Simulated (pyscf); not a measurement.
H₃C–CH₂–GaH–Cl, singlet

Gas-phase minimum from PySCF at ωB97X-D3(BJ)/def2-SVP, one conformer. H₃C–CH₂–GaH–Cl lies 11.8 kcal/mol over its isomer H₃C–Ga(CH₃)–Cl, and others may lie lower still (electronic energy, ωB97M-D3(BJ)). 

```xyz
10

C      0.6982     0.2847     0.6599
C      0.2165     1.2578    -0.4205
Ga    -1.6478     1.0121    -0.9664
Cl    -2.7099    -0.5545     0.0814
H      0.6171    -0.7617     0.3262
H      1.7507     0.4692     0.9317
H      0.0950     0.3694     1.5773
H      0.3221     2.3062    -0.0869
H      0.8384     1.1827    -1.3308
H     -2.5004     1.7625    -2.0347
```
Charge 0, spin multiplicity 1.

Bonds (Å): C1–C2 1.532, C1–H5 1.101, C1–H6 1.103, C1–H7 1.101, C2–Ga3 1.958, C2–H8 1.105, C2–H9 1.105, Ga3–Cl4 2.163, Ga3–H10 1.559. Angles (°): C2–C1–H5 111.5, C2–C1–H6 111.6, C2–C1–H7 111.5, H5–C1–H6 107.7, H5–C1–H7 106.6, H6–C1–H7 107.7, C1–C2–Ga3 114.6, C1–C2–H8 111.1, C1–C2–H9 111.2, Ga3–C2–H8 107.1, Ga3–C2–H9 107.3, H8–C2–H9 105.0, C2–Ga3–Cl4 115.0, C2–Ga3–H10 130.6 (the first ones only).

Properties at ωB97X-D3(BJ)/def2-SVP:

```
Item                                                                                                                                                                                                                                                     Value
---------------------------------------------------------------------------------------------------------------------  ---------------------------------------------------------------------------------------------------------------------------------------
Harmonic wavenumbers, unscaled                                                                                         28, 106, 204, 286, 416, 421, 565, 643, 646, 946, 973, 1068, 1247, 1252, 1413, 1441, 1478, 1487, 2034, 3060, 3066, 3110, 3149, 3162 cm⁻¹
Zero-point energy                                                                                                                                                                                                                                46.0 kcal/mol
Rotational symmetry number                                                                                                                                                                                                                                   1
Entropy of this conformer at 298 K and 1 atm, rigid rotor and harmonic oscillator, modes under 100 cm⁻¹ raised to 100                                                                                                                          341.5 J/(mol K)
Dipole moment                                                                                                                                                                                                                                           2.48 D
```

Single-point totals, which compare only within one level:

```
level                   total energy (hartree)
----------------------  ----------------------
ωB97X-D3(BJ)/def2-TZVP             -2464.99481
PBE/def2-TZVP                      -2464.37163
r²SCAN/def2-TZVP                   -2464.87909
B3LYP-D3(BJ)/def2-TZVP             -2465.05657
PBE0-D3(BJ)/def2-TZVP              -2464.47305
M06-2X/def2-TZVP                   -2464.90831
ωB97M-D3(BJ)/def2-TZVP             -2465.06942
```

The lowest mode is so soft that the shape along it may change with the basis. Soft torsions are taken as harmonic, which can shift the entropy by several J/(mol K). Elements up to Kr have no core potential and no relativistic terms here.
